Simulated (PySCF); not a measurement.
Species: CH$_{2}$BCl$_{2}$, net charge 0, doublet state. It need not be the lowest isomer of its formula. 
Structure (B3LYP-D3(BJ)/def2-TZVP (Ansatz) minimum search):
SMILES: [CH2]B(Cl)Cl
```xyz
6

B     -0.3583    -0.0698     0.0393
Cl     0.2665     1.5642     0.2538
Cl     0.7687    -1.3624    -0.3673
C     -1.8355    -0.3577     0.2014
H     -2.5486     0.4187     0.4509
H     -2.2445    -1.3528     0.0749
```
Charge 0, spin multiplicity 2.

Dispersion corrections to the total energy (kcal/mol) from the dftd3 and dftd4 libraries through PySCF: D3(BJ) without and D4 with the three-body term, each with the damping fitted for the functional named.

```tsv
functional	D3(BJ)	D4
PW6B95	-1.82	-2.84
BP86	?	-4.44
revPBE	-7.98	-9.71
CAM-B3LYP	?	-2.80
TPSSh	-3.85	?
HSE06	-2.27	-2.56
B2PLYP	-2.87	-2.27
```

Question: Some entries are withheld; supply them.

Answer: 
- BP86, D3(BJ): -5.58
- CAM-B3LYP, D3(BJ): -2.72
- TPSSh, D4: -3.99
